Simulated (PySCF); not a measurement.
**`CSc1cc[cH-]c1`, [C6H7S]-, charge -1**

Geometry:
```csv
atom,x (Å),y (Å),z (Å)
C1,2.714,-0.171,0.533
S2,1.734,-0.847,-0.848
C3,0.109,-0.310,-0.467
C4,-0.841,-1.020,0.312
C5,-2.008,-0.241,0.371
C6,-1.788,0.949,-0.369
C7,-0.485,0.909,-0.888
H8,2.645,0.927,0.558
H9,3.768,-0.465,0.391
H10,2.353,-0.570,1.494
H11,-0.674,-1.999,0.767
H12,-2.932,-0.510,0.891
H13,-2.514,1.754,-0.518
H14,0.004,1.662,-1.511
```

Total charge -1.

The calculation used TDDFT B3LYP/def2-SVPD excited states, vertical, gas phase in PySCF 2.14.0. Geometry: PBE0-D3(BJ)/def2-SVP.

For a gas-phase anion, states above the detachment energy (about 0.4 eV, taken as minus the energy of the highest occupied orbital) lie in the continuum and depend on the basis.

Give the one- and two-photon strengths of the lowest singlets.

δ for parallel linear polarisation; σ at the peak of a Lorentzian of half width 0.1 eV, single beam; Ω is circular over linear.
```tsv
state	E (eV)	f	photon λ (nm)	δ (au)	σ (GM)	Ω	main
S1	3.60	0.101	689	6860	32.52	0.51	HOMO→LUMO 0.99
S2	3.61	0.001	686	67.7	0.32	0.72	HOMO−1→LUMO 0.98
S3	4.05	0.004	613	893	5.36	1.39	HOMO→LUMO+1 0.88, HOMO→LUMO+2 0.12
S4	4.07	0.001	609	138	0.84	1.50	HOMO−1→LUMO+2 0.86, HOMO−1→LUMO+1 0.11
S5	4.09	0.025	607	164	1.01	0.61	HOMO→LUMO+2 0.86, HOMO→LUMO+1 0.12
```

Among these, the strongest one-photon state is S1, the strongest two-photon state S1.
